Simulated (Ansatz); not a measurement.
A structure relaxed at r2SCAN-D4/def2-SVP in Ansatz, charge 1, singlet:

```csv
atom,x (Å),y (Å),z (Å)
Co1,-0.865,0.090,-0.954
Co2,0.810,-1.004,0.043
Co3,0.055,0.914,0.911
S4,1.149,0.885,-0.958
S5,-1.149,-0.885,0.958
```

Q: Give its formula and point group.

A: Co3S2⁺ (the lowest singlet isomer of a short search). Point group D3h (tolerance 0.1 Å).

Q: Summarise the bond lengths by kind (pairs closer than 1.2 times the sum of covalent radii, bridged metal pairs left out).

A: 6 × Co–S 2.16 to 2.17 Å.

The restricted singlet is unstable towards broken spin symmetry at other levels; at r2SCAN-D4/def2-SVP this wasn't settled. The structure comes from a short search, and lower isomers may exist.
